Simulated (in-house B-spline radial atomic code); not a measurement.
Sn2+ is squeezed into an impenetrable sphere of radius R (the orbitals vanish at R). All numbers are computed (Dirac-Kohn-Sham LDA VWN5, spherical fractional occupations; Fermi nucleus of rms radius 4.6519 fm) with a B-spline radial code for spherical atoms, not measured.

Energies in eV above the free ion in [Kr] 4d10 5s2:

| R (bohr) | highest level (eV) | [Kr] 4d10 5s2 | [Kr] 4d10 5s1 5d1 | [Kr] 4d10 5s1 5f1 |
| --- | --- | --- | --- | --- |
| 7.33 | -26.5 | 0.001812 | 18.69 | 32.71 |
| 6.7 | -26.5 | 0.007841 | 18.97 | 34.89 |
| 4.61 | -25.8 | 0.7435 | 23.58 | 49.89 |
| 4.05 | -24.6 | 2.313 | 28.25 | 58.81 |
| 3.73 | -23.3 | 4.398 | 33 | 66.36 |
| 2.88 | -12.4 | 25.45 | 66.81 | 109.1 |
| 2.56 | -1.02 | 51.89 | 101.6 | 147.6 |
| 2.34 | 12.5 | 87.16 | 144.2 | 192.6 |
| 1.67 | 139 | 527.7 | 615.4 | 661.6 |
| 1.46 | 251 | 1017 | 1113 | 1148 |

Does [Kr] 4d10 5s1 5d1 fall below [Kr] 4d10 5s2 under compression?

No, it stays above over the whole range.

Does [Kr] 4d10 5s1 5f1 fall below [Kr] 4d10 5s2 under compression?

No, it stays above over the whole range.

The highest level is first positive in the row R = 2.34 bohr, pushed up by confinement above the zero of the free ion's potential. Each configuration is held fixed and needn't be the lowest in the sphere.
